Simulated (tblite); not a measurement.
C₅H₈BF₃S.
Cartesian coordinates in Å at the GFN2-xTB level; atoms count from 1:
```xyz
18
C5H8BF3S angstrom
C     -1.398   -1.121   -1.165
C     -0.767   -0.063   -0.247
C     -1.841    0.957    0.170
B     -0.143   -0.746    1.040
S      1.535   -0.545    1.565
C      2.204    0.611    0.393
F      1.778    1.879    0.495
C      3.127    0.300   -0.511
F      3.684    1.148   -1.365
F      3.590   -0.926   -0.692
H     -2.174   -1.670   -0.638
H     -0.649   -1.831   -1.508
H     -1.844   -0.643   -2.036
H     -0.025    0.479   -0.844
H     -2.289    1.407   -0.713
H     -1.406    1.749    0.776
H     -2.624    0.471    0.747
H     -0.769   -1.450    1.728
```

Computed with GFN2-xTB (tblite): harmonic, unscaled wavenumbers at the GFN2-xTB geometry, gas phase. This tight-binding method is rough: wavenumbers can miss measured ones by several per cent, in bad cases by 10 to 20. Modes of hydrogen on boron can be 10 to 20 % off. One conformer, not necessarily the lowest. The optimisation stopped once no atom felt more than 0.01 eV/Å.

Lowest wavenumbers of the output (negative numbers stand for imaginary wavenumbers):
```
mode    cm-1
  1     -27.1
  2      24.0
  3      67.0
  4      77.8
  5     149.2
  6     156.0
  7     206.1
  8     215.0
  9     261.7
 10     283.6
 11     310.3
 12     335.9
 13     390.3
 14     419.8
 15     439.1
```

Q: Is this structure a minimum?

A: Not by this Hessian. 1 mode is imaginary beyond 20i (27i cm⁻¹), so at this level the point lies at or near a first-order saddle. The curvature is small, so loose convergence or finite differences may be the whole cause.

Q: Which atoms move in the imaginary mode?

A: 27i: C3 (methyl carbon) 26 %, C1 (methyl carbon) 23 %. These are shares of the mass-weighted motion.

Q: What is the remedy?

A: Step along that mode in both directions, optimise again with tighter thresholds and repeat the frequencies. The zero-point energy of this point (78.4 kcal/mol) counts the 47 real modes alone, and thermal corrections from it aren't those of a minimum.

On an Intel Xeon at 2.50 GHz with one thread, shared host, this took 2.0 s of wall time. The figure is for the frequency step alone.
